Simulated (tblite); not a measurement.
Compound: C3H9N3OSi2.
Numbering: `[N:1]#[C:2][CH2:3][Si@@H:4]1[NH:5][CH2:6][Si@@H:7]([OH:8])[NH:9]1` (hydrogens: H10, H11 on C3; H12 on Si4; H13 on N5; H14, H15 on C6; H16 on Si7; H17 on O8; H18 on N9)

Computed with GFN2-xTB (tblite), gas phase: L-BFGS steps from a force-field or distance-geometry start until the largest atomic force falls under 0.01 eV/Å.

The end geometry, which sets the zero of energy:
```
atom  x, y, z in Å
N1      4.2917   -0.3093   -0.1771
C2      3.3668    0.3100    0.0935
C3      2.1926    1.0357    0.4340
Si4     0.7228   -0.1794    0.5528
N5      0.2586   -0.6902   -1.0087
C6     -1.1618   -0.8455   -1.2643
Si7    -2.0820    0.3428   -0.0922
O8     -3.4113   -0.2688    0.6128
N9     -0.7600    0.5973    0.9877
H10     2.3485    1.5244    1.3945
H11     2.0124    1.7995   -0.3219
H12     1.0316   -1.2145    1.5577
H13     0.8475   -1.2780   -1.5776
H14    -1.3604   -0.6246   -2.3152
H15    -1.4797   -1.8830   -1.0979
H16    -2.6055    1.5538   -0.7045
H17    -3.3867   -1.0686    1.1323
H18    -0.8338    1.2049    1.7824
```

**Question.** These geometries come from the run, each turned onto the end geometry. Order them by energy, lowest first.
A.
```
atom  x, y, z in Å
N1      4.3021   -0.4895    0.2810
C2      3.3903    0.2014    0.3329
C3      2.2277    1.0132    0.4052
Si4     0.6948   -0.1190    0.4468
N5      0.2135   -0.6088   -1.1166
C6     -1.2135   -0.7806   -1.3255
Si7    -2.1296    0.3171   -0.0621
O8     -3.2624   -0.4703    0.7985
N9     -0.7348    0.7591    0.8515
H10     2.2715    1.5938    1.3247
H11     2.2181    1.6974   -0.4419
H12     0.9011   -1.1957    1.4345
H13     0.7871   -1.1876   -1.7114
H14    -1.4646   -0.5187   -2.3570
H15    -1.5049   -1.8304   -1.1858
H16    -2.8771    1.4477   -0.5820
H17    -3.0497   -1.2535    1.3007
H18    -0.7783    1.4309    1.5949
```
B.
```
atom  x, y, z in Å
N1      4.2897   -0.4378    0.0367
C2      3.3776    0.2373    0.1910
C3      2.2129    1.0288    0.3840
Si4     0.7100   -0.1386    0.5316
N5      0.2435   -0.6388   -1.0318
C6     -1.1752   -0.8031   -1.2875
Si7    -2.1078    0.3289   -0.0686
O8     -3.3704   -0.3714    0.6771
N9     -0.7602    0.6642    0.9567
H10     2.3289    1.6053    1.2989
H11     2.0990    1.7178   -0.4520
H12     0.9985   -1.1696    1.5473
H13     0.8417   -1.2077   -1.6103
H14    -1.3815   -0.5416   -2.3281
H15    -1.4765   -1.8509   -1.1595
H16    -2.7125    1.5222   -0.6377
H17    -3.2817   -1.1830    1.1715
H18    -0.8447    1.2444    1.7691
```
C.
```
atom  x, y, z in Å
N1      4.1051   -0.8201    0.3888
C2      3.3074    0.0034    0.4098
C3      2.2646    0.9672    0.4488
Si4     0.6439   -0.0128    0.3938
N5      0.2686   -0.5476   -1.1833
C6     -1.1432   -0.8869   -1.2898
Si7    -2.1582    0.2364   -0.1280
O8     -3.1927   -0.5434    0.8520
N9     -0.7992    0.8708    0.7551
H10     2.3427    1.5360    1.3683
H11     2.3711    1.6597   -0.3796
H12     0.7925   -1.2045    1.2379
H13     0.6547   -0.1168   -2.0030
H14    -1.4446   -0.8939   -2.3281
H15    -1.2583   -1.9140   -0.9378
H16    -2.9830    1.2931   -0.6852
H17    -2.8380   -1.1050    1.5348
H18    -0.9422    1.4849    1.5336
```
D.
```
atom  x, y, z in Å
N1      4.2754   -0.6039    0.3759
C2      3.3945    0.1276    0.4018
C3      2.2841    1.0122    0.4343
Si4     0.7134   -0.0557    0.3970
N5      0.2045   -0.6272   -1.1253
C6     -1.2227   -0.8492   -1.2969
Si7    -2.1287    0.2337   -0.0168
O8     -3.2861   -0.4875    0.8527
N9     -0.7354    0.7701    0.8515
H10     2.2844    1.5364    1.3872
H11     2.3394    1.7155   -0.3940
H12     0.8740   -1.1665    1.3508
H13     0.7583   -0.7180   -1.9606
H14    -1.5186   -0.6295   -2.3245
H15    -1.4474   -1.9116   -1.1574
H16    -2.9064    1.3008   -0.6138
H17    -3.1409   -1.2412    1.4167
H18    -0.7505    1.6005    1.4098
```
E.
```
atom  x, y, z in Å
N1      4.2915   -0.3920   -0.0415
C2      3.3769    0.2692    0.1562
C3      2.2089    1.0418    0.4035
Si4     0.7225   -0.1525    0.5346
N5      0.2466   -0.6556   -1.0258
C6     -1.1744   -0.8227   -1.2700
Si7    -2.0969    0.3383   -0.0719
O8     -3.3950   -0.3182    0.6511
N9     -0.7559    0.6271    0.9761
H10     2.3392    1.5836    1.3389
H11     2.0769    1.7638   -0.4023
H12     1.0335   -1.1923    1.5341
H13     0.8357   -1.2414   -1.5962
H14    -1.3840   -0.5891   -2.3165
H15    -1.4798   -1.8662   -1.1149
H16    -2.6730    1.5368   -0.6597
H17    -3.3541   -1.1505    1.1155
H18    -0.8271    1.2266    1.7771
```

**Answer.** E (0.002 eV), B (0.005 eV), A (0.020 eV), D (0.154 eV), C (0.276 eV).

In the order of the answer:

| step | E above end (eV) | largest force (eV/Å) | rms force component (eV/Å) | rms distance from end (Å) | rms bond change (Å) | bond most changed (Å) |
| --- | --- | --- | --- | --- | --- | --- |
| 116 | 0.002 | 0.04 | 0.011 | 0.067 | 0.000 | Si4–N9 -0.001 |
| 101 | 0.005 | 0.06 | 0.016 | 0.112 | 0.001 | C3–Si4 -0.002 |
| 62 | 0.020 | 0.07 | 0.024 | 0.242 | 0.002 | C3–Si4 -0.005 |
| 33 | 0.154 | 0.42 | 0.107 | 0.343 | 0.004 | C3–Si4 -0.011 |
| 17 | 0.276 | 0.30 | 0.100 | 0.479 | 0.007 | C3–Si4 -0.016 |

What follows is the cost of the whole relaxation. The run took 2.3 s on Arm Neoverse N1, one thread, shared host.
